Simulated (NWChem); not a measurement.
System: SnPH₅; SMILES [PH2][SnH3]

Here is an NWChem input.

```
start job
memory heap 200 mb stack 900 mb global 1100 mb
geometry units angstroms noautoz
  Sn     0.001496     0.631089    -0.024607
  P      0.006056    -1.915482    -0.097566
  H     -1.386091     1.189415    -0.889962
  H      1.430289     1.191263    -0.818745
  H     -0.039757     1.256571     1.588509
  H     -1.043084    -1.999721     0.889166
  H      1.033227    -1.995448     0.912342
end
basis spherical
  * library sto-3g
end
dft
  xc pbe0
  iterations 150
  mulliken
end
task dft energy
```

Output (shortened):

```
             Northwest Computational Chemistry Package (NWChem) 7.3.0
             --------------------------------------------------------

 C1  symmetry detected

                             Geometry "geometry" -> ""
                             -------------------------

 Output coordinates in angstroms (scale by  1.889725989 to convert to a.u.)

  No.       Tag          Charge          X              Y              Z
 ---- ---------------- ---------- -------------- -------------- --------------
    1 Sn                  50.0000    -0.00001977     0.59583732    -0.01264822
    2 P                   15.0000    -0.00001835    -1.95102193    -0.07490270
    3 H                    1.0000    -1.39603115     1.15263721    -0.86534453
    4 H                    1.0000     1.42095280     1.15048572    -0.82449895
    5 H                    1.0000    -0.02294539     1.22815865     1.59816428
    6 H                    1.0000    -1.03857832    -2.02950980     0.92342783
    7 H                    1.0000     1.03786593    -2.02830867     0.92420288

 Effective nuclear repulsion energy (a.u.)     238.9022009230

                                 NWChem DFT Module
                                 -----------------

 Summary of "ao basis" -> "ao basis" (spherical)
 ------------------------------------------------------------------------------
       Tag                 Description            Shells   Functions and Types
 ---------------- ------------------------------  ------  ---------------------
 Sn                          sto-3g                 11       27   5s4p2d
 P                           sto-3g                  5        9   3s2p
 H                           sto-3g                  1        1   1s

            General Information
            -------------------
          SCF calculation type: DFT
          Wavefunction type:  closed shell.
          No. of atoms     :     7
          No. of electrons :    70
           Alpha electrons :    35
            Beta electrons :    35
          Charge           :     0
          Spin multiplicity:     1
          Use of symmetry is: off; symmetry adaption is: off
          Maximum number of iterations: 150
          AO basis - number of functions:    41
                     number of shells:    21
          Convergence on energy requested:  1.00D-06
          Convergence on density requested:  1.00D-05
          Convergence on gradient requested:  5.00D-04

              XC Information
              --------------
                         PBE0 Method XC Functional
                     Hartree-Fock (Exact) Exchange  0.250
          PerdewBurkeErnzerhof Exchange Functional  0.750
            Perdew 1991 LDA Correlation Functional  1.000 local
           PerdewBurkeErnz. Correlation Functional  1.000 non-local

             Grid Information
             ----------------
          Grid used for XC integration:  medium
          Radial quadrature: Mura-Knowles
          Angular quadrature: Lebedev.
          Tag              B.-S. Rad. Rad. Pts. Rad. Cut. Ang. Pts.
          ---              ---------- --------- --------- ---------
          Sn                  1.45      123           8.0       590
          P                   1.00       88          10.0       590
          H                   0.35       45          11.0       434
          Grid pruning is: on
          Number of quadrature shells:   436
          Spatial weights used:  Erf1

      Superposition of Atomic Density Guess
      -------------------------------------

 Sum of atomic energies:       -6302.31933658

      Non-variational initial energy
      ------------------------------

 Total energy =   -6301.888015
 1-e energy   =   -9204.442868
 2-e energy   =    2663.652652
 HOMO         =      -0.100700
 LUMO         =       0.323668

     ---------------------------------------------
      Total Density - Mulliken Population Analysis
     ---------------------------------------------

    Atom       Charge   Shell Charges
 -----------   ------   -------------------------------------------------------
    1 Sn  50    49.33   2.00  2.00  6.00  2.00  5.99  2.01  5.98  1.27  2.11 10.00  9.97
    2 P   15    14.87   2.00  2.00  5.93  1.79  3.16
    3 H    1     1.21   1.21
    4 H    1     1.21   1.21
    5 H    1     1.20   1.20
    6 H    1     1.09   1.09
    7 H    1     1.09   1.09

   convergence    iter        energy       DeltaE   RMS-Dens  Diis-err
 ---------------- ----- ----------------- --------- --------- ---------
 d= 0,ls=0.0,diis     1  -6305.3966932935 -6.54D+03  1.18D-02  1.01D-01
 d= 0,ls=0.0,diis     2  -6305.4104805132 -1.38D-02  3.99D-03  5.30D-03
 d= 0,ls=0.0,diis     3  -6305.4116103611 -1.13D-03  1.39D-03  1.05D-03
 d= 0,ls=0.0,diis     4  -6305.4118764095 -2.66D-04  2.42D-04  4.06D-05
 d= 0,ls=0.0,diis     5  -6305.4118857527 -9.34D-06  2.68D-05  5.54D-07
 d= 0,ls=0.0,diis     6  -6305.4118858852 -1.32D-07  3.51D-06  3.16D-09

         Total DFT energy =    -6305.411885885174
      One electron energy =    -9197.161187772364
           Coulomb energy =     2839.178514296847
    Exchange-Corr. energy =     -186.331413332706
 Nuclear repulsion energy =      238.902200923050

 Numeric. integr. density =       70.000002669531

                       DFT Final Molecular Orbital Analysis
                       ------------------------------------

 Vector   33  Occ=2.000000D+00  E=-2.536432D-01
              MO Center=  1.9D-02,  7.8D-01, -4.7D-01, r^2= 3.0D+00
   Bfn.  Coefficient  Atom+Function         Bfn.  Coefficient  Atom+Function
  ----- ------------  ---------------      ----- ------------  ---------------
    15      0.484333  1 Sn px                38      0.454410  4 H  s
    37     -0.448055  3 H  s                 11     -0.218895  1 Sn px
    26     -0.169463  1 Sn d  1              40      0.136899  6 H  s
    41     -0.136531  7 H  s                 34     -0.122260  2 P  px
    23     -0.120199  1 Sn d -2               7      0.080619  1 Sn px

 Vector   34  Occ=2.000000D+00  E=-2.329207D-01
              MO Center= -4.9D-03, -5.7D-01, -8.1D-02, r^2= 3.7D+00
   Bfn.  Coefficient  Atom+Function         Bfn.  Coefficient  Atom+Function
  ----- ------------  ---------------      ----- ------------  ---------------
    36      0.372619  2 P  pz                16      0.365876  1 Sn py
    35     -0.342687  2 P  py                33     -0.286090  2 P  s
    37      0.267004  3 H  s                 40      0.263600  6 H  s
    41      0.263559  7 H  s                 38      0.260708  4 H  s
    17     -0.222309  1 Sn pz                39     -0.161998  5 H  s

 Vector   35  Occ=2.000000D+00  E=-1.638578D-01
              MO Center= -5.0D-04, -1.7D+00, -1.4D-01, r^2= 2.6D+00
   Bfn.  Coefficient  Atom+Function         Bfn.  Coefficient  Atom+Function
  ----- ------------  ---------------      ----- ------------  ---------------
    33      0.556407  2 P  s                 35     -0.523816  2 P  py
    36     -0.464031  2 P  pz                16      0.372826  1 Sn py
    39      0.204590  5 H  s                 31      0.180934  2 P  py
    40     -0.167683  6 H  s                 41     -0.167599  7 H  s
    14     -0.163919  1 Sn s                 32      0.160934  2 P  pz

 Vector   36  Occ=0.000000D+00  E= 1.828198D-01
              MO Center= -2.1D-03, -8.0D-01,  8.4D-02, r^2= 2.8D+00
   Bfn.  Coefficient  Atom+Function         Bfn.  Coefficient  Atom+Function
  ----- ------------  ---------------      ----- ------------  ---------------
    35      0.896224  2 P  py                16      0.736929  1 Sn py
    14     -0.654837  1 Sn s                 33      0.281451  2 P  s
    39      0.281524  5 H  s                 31     -0.264904  2 P  py
    12     -0.220725  1 Sn py                17     -0.151358  1 Sn pz
    10      0.118978  1 Sn s                 37      0.114139  3 H  s

 Vector   37  Occ=0.000000D+00  E= 2.568991D-01
              MO Center=  3.7D-03, -1.0D+00,  1.3D-01, r^2= 3.8D+00
   Bfn.  Coefficient  Atom+Function         Bfn.  Coefficient  Atom+Function
  ----- ------------  ---------------      ----- ------------  ---------------
    34      0.793915  2 P  px                15      0.649790  1 Sn px
    40      0.577665  6 H  s                 41     -0.576892  7 H  s
    38     -0.428425  4 H  s                 37      0.419272  3 H  s
    30     -0.226115  2 P  px                11     -0.169453  1 Sn px
    26      0.072642  1 Sn d  1               7      0.063280  1 Sn px

 Vector   38  Occ=0.000000D+00  E= 2.798290D-01
              MO Center=  1.3D-03,  1.3D+00, -1.2D-01, r^2= 2.5D+00
   Bfn.  Coefficient  Atom+Function         Bfn.  Coefficient  Atom+Function
  ----- ------------  ---------------      ----- ------------  ---------------
    14      0.941621  1 Sn s                 16      0.712213  1 Sn py
    37     -0.673020  3 H  s                 38     -0.672242  4 H  s
    39     -0.599949  5 H  s                 12     -0.188397  1 Sn py
    10     -0.130339  1 Sn s                  6      0.087391  1 Sn s
    17     -0.085936  1 Sn pz                27      0.077933  1 Sn d  2

     ---------------------------------------------
      Total Density - Mulliken Population Analysis
     ---------------------------------------------

    Atom       Charge   Shell Charges
 -----------   ------   -------------------------------------------------------
    1 Sn  50    49.59   2.00  2.00  6.00  2.00  5.99  2.01  5.98  1.25  2.44 10.00  9.93
    2 P   15    14.85   2.00  1.99  5.92  1.82  3.12
    3 H    1     1.13   1.13
    4 H    1     1.13   1.13
    5 H    1     1.13   1.13
    6 H    1     1.09   1.09
    7 H    1     1.09   1.09

     -------------------------------------------
      Total Density - Lowdin Population Analysis
     -------------------------------------------

[...]
```

Level: PBE0/STO-3G, non-relativistic. Coordinates come from a PBE-D3(BJ)/def2-SVP (def2 core potentials past Kr) optimisation.
